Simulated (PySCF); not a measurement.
**Vibration and rotation of GdBr**

BLYP constants of GdBr, octet, about 7.1 electrons in the 4f shell (Mulliken) (basis Gd x2c-SVPall, Br x2c-SVPall; spin-free X2C with a Gaussian nucleus; PySCF 2.14; masses 157.9241 and 78.9183 u):

- ωe: 226.5 cm⁻¹
- ωexe: 0.621 cm⁻¹
- Be: 0.047521 cm⁻¹
- αe: 0.000152 cm⁻¹
- De to Gd (4f7 5d1 6s2) + Br: 4.56 eV

**Question.** What force constant and bond length do these constants imply?

**Answer.** Reduced mass μred = 52.622 u; k = 5.8918×10⁻⁷·μred·ωe² (u, cm⁻¹, mdyn/Å) = 1.59 mdyn/Å; Re = √(16.8576/(μred·Be)) (u, cm⁻¹, Å) = 2.596 Å.

**Question.** Estimate the centrifugal constant D from the Kratzer relation and find the Dunham coefficient a1.

**Answer.** D = 4Be³/ωe² = 8.37e-09 cm⁻¹; a1 = −1 − αeωe/(6Be²) = -3.54.

These are scalar-relativistic numbers at best; spin–orbit coupling would shift them, the dissociation energy most. Counting both spins, an empty level lies below a filled one in this solution, because spin and occupation are held. With d or f electrons several states lie close, and the lowest PBE0 determinant need not be the measured ground state.
